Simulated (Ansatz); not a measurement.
Cost and result up the ladder for the cluster IrO2 (3 atoms). The state is a doublet with charge 0. Geometry: PBE0-D4/def2-TZVP.

Cartesian coordinates in Å:
```
Ir 1.044 -0.527 0.110
O -0.831 -0.335 0.008
O -0.213 0.862 -0.118
```

Ansatz on 4 threads of Arm Neoverse V2 on a shared host. Times are rough, and most runs start from the orbitals of an earlier one. r2SCAN0-D4/def2-TZVP serves as the yardstick here, not as an exact answer. Binding counts from free atoms at the same level (Ir quartet, O triplet; other spins of the atoms weren't run), without zero-point energy or a counterpoise term.

In the def2 sets Ir takes a core potential; there is no spin–orbit coupling. Correlated methods freeze 2 core orbitals; core or outer-core shells of Ir are correlated, in sets that lack core-valence functions. In CCSD on the charge 0 doublet the largest single amplitude is 0.47, so its Hartree–Fock determinant may place the open shell otherwise than the density functionals do. The structure holds 1 bond(s) between oxygen atoms. No other spin state of charge 0 was run. Another isomer (doublet) lies 3.57 eV lower at PBE0-D4/def2-TZVP; other spin states weren't run for this one.

Correlated methods converge slowly with the basis.

| level | functions | wall time | binding energy per atom (eV) | difference from r2SCAN0-D4/def2-TZVP (eV) | remarks |
| --- | --- | --- | --- | --- | --- |
| PBE-D4/def2-TZVP (with forces) | 102 | 1.2 s | 2.74 | 0.87 | – |
| PBE0-D4/def2-TZVP | 102 | 2.9 s | 2.16 | 0.29 | – |
| r2SCAN-D4/def2-TZVP | 102 | 5.5 s | 2.35 | 0.48 | – |
| r2SCANh-D4/def2-TZVP | 102 | 6 s | 2.16 | 0.28 | – |
| r2SCAN0-D4/def2-TZVP | 102 | 6.5 s | 1.87 | 0.00 | – |
| CCSD(T)/def2-TZVPP | 118 | 81 s | 1.89 | 0.02 | large T1 (0.107), spin-contaminated (⟨S²⟩ 1.17) |
